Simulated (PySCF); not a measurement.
Job file and geometry (Å, from GFN2-xTB) of an NMR shielding run on SMILES CS[C@@](F)([SiH3])C[SiH2][SiH3], C₃H₁₃FSSi₃, GIAO PBE0/pcSseg-1 NMR shielding, non-relativistic, gas phase (PySCF); density fitting, a coarse starting grid and PySCF grid level 2 are the driver's defaults:

```
$ OMP_NUM_THREADS=1 python probes_run.py task.json out

{"job": {"kind": "nmr", "xc": "PBE0", "basis": "pcSseg-1"}, "charge": 0, "multiplicity": 1}
C      2.693456     1.944419     0.086932
S      1.743188     1.295465     1.488344
C      0.566952     0.133062     0.638806
F      0.143343     0.762422    -0.532029
Si     1.534711    -1.467062     0.190129
C     -0.624966    -0.046826     1.551289
Si    -2.090843    -0.996487     0.767563
Si    -2.828634    -0.007597    -1.187733
H      3.297068     2.753842     0.484544
H      3.331577     1.171795    -0.331571
H      2.006324     2.324566    -0.662656
H      0.741687    -2.194540    -0.797394
H      2.819941    -1.092557    -0.397458
H      1.727996    -2.182813     1.445921
H     -0.278648    -0.544867     2.456997
H     -0.979512     0.942311     1.856726
H     -1.645027    -2.392316     0.611036
H     -3.098445    -1.025787     1.839487
H     -2.091858    -0.478574    -2.363325
H     -4.241043    -0.334708    -1.420104
H     -2.736186     1.453195    -1.168440
```

Problem. What does the program print?

Solution. 
```
coarse grid: 18904 points
cycle   1  E = -1487.6949208291  dE =  3.478e-01  |g| = 5.162e-01  |ddm| = 4.045e+00
cycle   2  E = -1487.6600204001  dE =  3.490e-02  |g| = 7.131e-01  |ddm| = 8.585e-01
cycle   3  E = -1487.7465834127  dE = -8.656e-02  |g| = 8.006e-02  |ddm| = 5.001e-01
cycle   4  E = -1487.7476353496  dE = -1.052e-03  |g| = 3.546e-02  |ddm| = 1.015e-01
cycle   5  E = -1487.7479348215  dE = -2.995e-04  |g| = 6.484e-03  |ddm| = 3.970e-02
cycle   6  E = -1487.7479444637  dE = -9.642e-06  |g| = 2.403e-03  |ddm| = 9.863e-03
final grid: 162592 points
cycle   7  E = -1487.8022569791  dE = -2.915e-05  |g| = 9.770e-03  |ddm| = 2.861e-02
cycle   8  E = -1487.8022312704  dE =  2.571e-05  |g| = 1.412e-02  |ddm| = 2.345e-02
cycle   9  E = -1487.8022800995  dE = -4.883e-05  |g| = 1.203e-03  |ddm| = 1.429e-02
cycle  10  E = -1487.8022804039  dE = -3.044e-07  |g| = 3.258e-04  |ddm| = 1.338e-03
cycle  11  E = -1487.8022804285  dE = -2.460e-08  |g| = 6.583e-05  |ddm| = 3.283e-04
cycle  12  E = -1487.8022804294  dE = -9.113e-10  |g| = 2.995e-05  |ddm| = 1.125e-04
converged SCF energy = -1487.8022804294

GIAO shielding tensors (ppm)
atom      isotropic    diamagn.    paramagn.     s11        s22        s33       span
  0 C      168.499     251.395     -82.895    152.789    164.584    188.125     35.337
  1 S      427.496    1057.864    -630.367    250.497    310.443    721.549    471.053
  2 C       81.900     246.520    -164.620     50.863     57.571    137.266     86.404
  3 F      357.180     479.517    -122.337    312.902    363.037    395.601     82.700
  4 Si     422.457     881.680    -459.223    398.038    411.153    458.180     60.142
  5 C      159.955     253.148     -93.193    146.930    147.315    185.618     38.688
  6 Si     432.086     880.482    -448.396    407.026    426.423    462.810     55.784
  7 Si     464.565     880.031    -415.466    451.810    464.156    477.730     25.920
  8 H       29.742      28.452       1.290     24.510     26.359     38.356     13.846
  9 H       29.206      31.021      -1.815     23.758     27.932     35.929     12.171
 10 H       28.979      31.951      -2.971     22.916     28.859     35.163     12.248
 11 H       27.453      30.943      -3.490     22.995     27.115     32.249      9.254
 12 H       27.568      31.191      -3.623     23.266     27.619     31.818      8.552
 13 H       28.007      30.615      -2.608     24.886     25.923     33.212      8.326
 14 H       30.182      31.803      -1.622     25.391     29.701     35.452     10.061
 15 H       29.789      32.100      -2.311     24.639     30.488     34.242      9.603
 16 H       27.539      29.531      -1.992     23.546     26.614     32.455      8.909
 17 H       27.771      28.760      -0.989     23.820     25.498     33.996     10.176
 18 H       28.185      29.714      -1.529     24.518     27.107     32.930      8.412
 19 H       28.310      28.238       0.072     24.539     25.425     34.965     10.426
 20 H       28.246      29.685      -1.439     24.217     27.582     32.938      8.721
```

Problem. Turn these shieldings into chemical shifts. Scale: 13C (σref 186.93) and 29Si (σref 349.16) and 1H (σref 31.72) vs TMS; 33S (σref 503.73) vs CS2; CFCl3 for 19F (σref 170.95) (reference shieldings calculated alike).

Solution. Averaging equivalent atoms: C 2: 105.0; C 5: 27.0; C 0: 18.4; S 1: 76; F 3: -186.2; Si 4: -73.3; Si 6: -82.9; Si 7: -115.4; H 16: 4.18; H 11/12/13: 4.04; H 17: 3.95; H 18/19/20: 3.47; H 8/9/10: 2.41; H 15: 1.93; H 14: 1.54 ppm. Unscaled 19F shifts against computed CFCl3 carry errors that often reach 10 to 50 ppm.

Size and cost of the density-fitted run: 229 basis functions, 64 s wall time on 1 thread of an Intel Xeon, shared host; peak memory 1.1 GiB.
